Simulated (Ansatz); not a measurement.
Consider the cleavage of the Si–Si bond: `F[Si](F)(F)[SiH3]` + `C[O][Ga]([OH])[SH]` → `C[O][Ga]([SH])[O][SiH3]` + `F[SiH](F)F`.

Program: Ansatz. Geometries: PBE0-D4/def2-TZVP. ΔE: electronic, gas phase. CCSD(T)/CBS is the MP2 limit (def2-TZVPP, def2-QZVPP) plus CCSD(T) − MP2 in def2-TZVPP, frozen cores. Functionals use def2-TZVPP. For Ga outer-core shells are correlated without core-valence functions, which leaves a few kJ/mol of doubt a bond. Scalar relativity is left out up to krypton. Each species was taken in one conformer, which may not be the lowest.

`F[Si](F)(F)[SiH3]`:

Cartesian coordinates in Å:
```
F 0.819 2.100 0.003
Si -0.063 0.940 -0.610
F 0.437 0.714 -2.093
F -1.545 1.485 -0.700
Si 0.068 -1.010 0.656
H 1.482 -1.459 0.695
H -0.416 -0.721 2.028
H -0.781 -2.049 0.021
```

`C[O][Ga]([OH])[SH]`:

```xyz
10

C    -0.058    1.512   -1.094
O     0.682    0.369   -0.742
Ga    0.153   -0.796    0.487
O     1.202   -2.193    0.800
S    -1.713   -0.540    1.595
H    -0.424    1.422   -2.122
H    -0.926    1.687   -0.444
H     0.585    2.396   -1.035
H     1.992   -2.192    0.254
H    -1.493   -1.663    2.301
```

`C[O][Ga]([SH])[O][SiH3]`:

```xyz
13

C    -0.350    1.377   -1.318
O     0.765    0.529   -1.471
Ga    1.175   -0.755   -0.318
S     2.898   -2.028   -0.674
O     0.201   -1.000    1.141
Si   -1.156   -0.513    1.899
H    -0.160    2.298   -1.876
H    -1.259    0.916   -1.720
H    -0.541    1.652   -0.274
H     3.183   -1.389   -1.823
H    -2.331   -0.565    0.984
H    -1.017    0.886    2.391
H    -1.408   -1.408    3.058
```

`F[SiH](F)F`:

Z-matrix (Å, degrees):
```
Si
F 1 1.573
F 1 1.573 2 108.3
F 1 1.573 2 108.3 3 117.1
H 1 1.461 2 110.7 3 -121.4
```

CCSD(T)/CBS gives -26.2 kcal/mol.

Another level gave -18.6 kcal/mol. Which?
A. B2PLYP/def2-TZVPP
B. PBE0/def2-TZVPP
C. PBE-D4/def2-TZVPP
D. SCS-MP2/def2-TZVPP

C. PBE-D4 -18.6, PBE0 -21.1, SCS-MP2/def2-TZVPP -29.6, B2PLYP -26.6 kcal/mol.

Largest T1 diagnostic among the species: 0.014.

In def2-TZVPP, CCSD(T) changes the Hartree–Fock value by +5.8 kcal/mol (the triples alone add +0.8 kcal/mol) and MP2 by +3.9 kcal/mol. From PBE to PBE0 (25 % exact exchange), in def2-TZVPP and without D4, ΔE moves by −3.0 kcal/mol.
